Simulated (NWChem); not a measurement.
System: C$_{5}$H$_{2}$FN; SMILES C(/C(=C\C#C)F)#N

NWChem input:

```
start job
memory heap 200 mb stack 900 mb global 1100 mb
geometry units angstroms noautoz
  C      0.221189    -2.807156     0.000000
  C     -0.344977    -1.718995     0.000000
  C     -1.025481    -0.482438     0.000000
  C     -0.410729     0.734339     0.000000
  F     -1.138210     1.860305     0.000000
  C      1.004967     0.941140     0.000000
  N      2.163078     1.135193     0.000000
  H      0.732414    -3.760206     0.000000
  H     -2.129394    -0.474014     0.000000
end
basis spherical
  C library 6-31g*
  F library 6-31g*
  N library 6-31g*
  H library 6-31g*
end
dft
  xc revpbe cpbe96
  iterations 150
  mulliken
end
task dft energy
```

The geometry was optimised at PBE-D3(BJ)/def2-SVP.

Task: What results follow from this input? (revPBE/6-31G* (spherical d).) Quantities: energy (Ha); highest occupied level (eV); orbital gap (eV); dipole (D).

Result: 
- energy (Ha): -346.11
- highest occupied level (eV): -6.16
- orbital gap (eV): 3.25
- dipole (D): 3.04
